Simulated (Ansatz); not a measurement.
Gas-phase electronic energies from Ansatz, PBE0-D4/def2-TZVP geometries. CBS: MP2 limit from def2 TZ/QZ plus the TZ coupled-cluster correction, frozen cores. This one scheme is used for every species, atoms too. For atomizations the MP2-based limit and the directly extrapolated one differ by several kJ/mol either way, and by 10 to 25 for some Ge, Se and Sn compounds, so smaller differences from it don't rank the levels. DFT in def2-TZVPP. No spin–orbit coupling; open shells (•) take unrestricted orbitals. Spin–orbit coupling would lower the free atoms: a little for C; clearly for Br. Bonds to Br are less sure, by a few kJ/mol each and by 10 to 20 or more in all where they break to atoms, as the def2 sets lack core-valence functions. Scalar relativity is left out up to krypton. Each species was taken in one conformer, which may not be the lowest.

`CCCCCCBr` → Br• + 6 C• + 13 H•  (atomization)

`CCCCCCBr`:

Z-matrix (Å, degrees):
```
C
C 1 1.519
H 1 1.092 2 111.6
H 1 1.094 2 111.1 3 120.2
H 1 1.094 2 111.1 3 -120.2
C 2 1.520 1 113.0 3 -180.0
H 2 1.096 1 109.7 3 58.0
H 2 1.096 1 109.7 3 -57.9
C 6 1.519 2 113.3 1 -179.7
H 6 1.098 2 109.3 1 57.8
H 6 1.097 2 109.2 1 -57.6
C 9 1.518 6 112.9 2 -180.0
H 9 1.095 6 109.5 2 58.1
H 9 1.097 6 109.5 2 -58.0
C 12 1.509 9 114.6 6 179.1
H 12 1.098 9 109.3 6 59.4
H 12 1.095 9 110.1 6 -57.0
Br 15 1.953 12 112.5 9 66.3
H 15 1.089 12 112.2 9 -52.2
H 15 1.088 12 112.2 9 -175.7
```

```
   species  r2SCAN-D4 energy (Eh)
`CCCCCCBr`            -2810.55887
       Br•            -2574.09258
        C•              -37.83292
        H•               -0.49993
```

(1) Work out ΔE.

Largest T1 diagnostic among the species: 0.009.

Answers

(1) ΔE = 13 × (-0.49993) + 6 × (-37.83292) + (-2574.09258) − (-2810.55887) = 2.96968 Eh = +1863.5 kcal/mol. CCSD(T)/CBS gives +1860.3 kcal/mol.

In def2-TZVPP, CCSD(T) changes the Hartree–Fock value by +414.6 kcal/mol (the triples alone add +22.2 kcal/mol) and MP2 by +432.7 kcal/mol; breaking electron pairs costs correlation energy, which Hartree–Fock lacks. The D4 term adds +15.6 kcal/mol with B3LYP and +8.3 kcal/mol with PBE0; it sums over pairs of atoms, weighted by their polarisabilities, and B3LYP, whose exchange is more repulsive, gets the larger term.

B3LYP here is the variant with VWN-RPA as its local correlation; programs differ in this.
